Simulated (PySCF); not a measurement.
Atomic charges against the basis set

Species: C₃H₁₀Si₂.
Z-matrix (Å and degrees, PBE0-D3(BJ)/def2-SVP geometry), rows numbered from 1:
```
C 
C   1  1.3383
Si  2  1.8734  1  124.12
C   3  1.8844  2  111.39  1   128.08
Si  3  2.3508  2  108.84  1  -111.48
H   1  1.0961  2  121.69  3    -1.10
H   1  1.0960  2  122.16  3   178.87
H   2  1.0992  1  117.92  3  -178.83
H   3  1.4994  2  108.04  1     6.48
H   4  1.1009  3  110.88  2   -60.24
H   4  1.1011  3  110.87  2   179.43
H   4  1.1012  3  110.59  2    59.79
H   5  1.4990  3  109.72  2   -59.41
H   5  1.4962  3  111.60  2    60.47
H   5  1.4985  3  111.07  2  -178.48
```

PBE0 throughout (PySCF), one geometry, spherical d and f functions. One conformer (not necessarily the lowest) at the PBE0-D3(BJ)/def2-SVP geometry, without solvent, vibrations or thermal averaging. The first 7 of 11 kinds of atom are listed.

Mulliken charges (e):

```
        basis  functions      C1      C2     Si3      C4     Si5      H6      H7
       STO-3G         43  -0.172  -0.251  +0.520  -0.394  +0.336  +0.072  +0.075
        6-31G         73  -0.321  -0.413  +0.595  -0.805  +0.241  +0.166  +0.162
     pcSseg-0         73  -0.363  -0.744  +0.776  -1.145  +0.079  +0.223  +0.227
       6-31G*         98  -0.365  -0.303  +0.431  -0.759  +0.099  +0.178  +0.174
      cc-pVDZ        128  -0.029  -0.215  +0.254  -0.264  +0.074  +0.050  +0.047
     def2-SVP        128  -0.063  -0.272  +0.326  -0.341  +0.166  +0.059  +0.058
6-311+G(2d,p)        211  -0.488  -0.103  +0.633  -0.735  +0.055  +0.124  +0.122
  aug-cc-pVDZ        213  +0.644  +0.501  +0.540  +0.466  -1.116  -0.459  -0.339
    def2-TZVP        227  -0.249  -0.225  +0.224  -0.491  +0.009  +0.132  +0.129
     IGLO-III        293  -0.232  -0.221  +0.473  -0.604  +0.505  +0.100  +0.110
      cc-pVTZ        298  -0.240  -0.214  +0.219  -0.392  +0.048  +0.121  +0.124
```

IAO charges (e):

```
        basis  functions      C1      C2     Si3      C4     Si5      H6      H7
       STO-3G         43  -0.259  -0.382  +0.608  -0.634  +0.379  +0.122  +0.129
        6-31G         73  -0.281  -0.389  +0.556  -0.694  +0.132  +0.147  +0.152
     pcSseg-0         73  -0.262  -0.397  +0.548  -0.694  +0.088  +0.141  +0.147
       6-31G*         98  -0.266  -0.412  +0.636  -0.697  +0.233  +0.143  +0.145
      cc-pVDZ        128  -0.271  -0.410  +0.633  -0.695  +0.233  +0.143  +0.146
     def2-SVP        128  -0.260  -0.410  +0.638  -0.688  +0.245  +0.139  +0.143
6-311+G(2d,p)        211  -0.283  -0.422  +0.659  -0.719  +0.256  +0.148  +0.151
  aug-cc-pVDZ        213  -0.284  -0.414  +0.637  -0.708  +0.234  +0.147  +0.151
    def2-TZVP        227  -0.281  -0.425  +0.666  -0.722  +0.260  +0.148  +0.151
     IGLO-III        293  -0.283  -0.425  +0.665  -0.723  +0.260  +0.148  +0.152
      cc-pVTZ        298  -0.281  -0.422  +0.656  -0.719  +0.249  +0.148  +0.151
```

Q: Which scheme is steadiest as the basis changes?

A: Largest range over the bases for any column: IAO 0.29 e, Mulliken 1.62 e. IAO charges move least and Mulliken charges most, counted in e. Without the minimal STO-3G basis the ranges are IAO 0.17, Mulliken 1.62 e.

Q: How much do the charges still move between the two largest bases, IGLO-III and cc-pVTZ?

A: At most, over all atoms: Mulliken 0.457 e, IAO 0.011 e.

Q: What do the same runs give for the total energy, the frontier levels and the dipole moment?

A: 
| basis | energy (Eh) | HOMO (eV) | LUMO (eV) | μ (D) |
| --- | --- | --- | --- | --- |
| STO-3G | -690.8161 | -5.28 | 3.48 | 0.36 |
| 6-31G | -698.7843 | -7.30 | -0.06 | 1.03 |
| pcSseg-0 | -697.9489 | -7.67 | -0.37 | 0.94 |
| 6-31G* | -698.8615 | -7.24 | -0.19 | 1.13 |
| cc-pVDZ | -698.9021 | -7.32 | -0.36 | 1.07 |
| def2-SVP | -698.6348 | -7.40 | -0.44 | 1.06 |
| 6-311+G(2d,p) | -698.9555 | -7.43 | -0.67 | 1.01 |
| aug-cc-pVDZ | -698.9116 | -7.40 | -0.63 | 1.00 |
| def2-TZVP | -698.9651 | -7.41 | -0.62 | 1.05 |
| IGLO-III | -698.9704 | -7.43 | -0.65 | 1.01 |
| cc-pVTZ | -698.9684 | -7.40 | -0.56 | 1.05 |

The dipole is fixed by the density alone, so its range of 0.77 D shows that the density itself changes with the basis, not only its division among atoms.
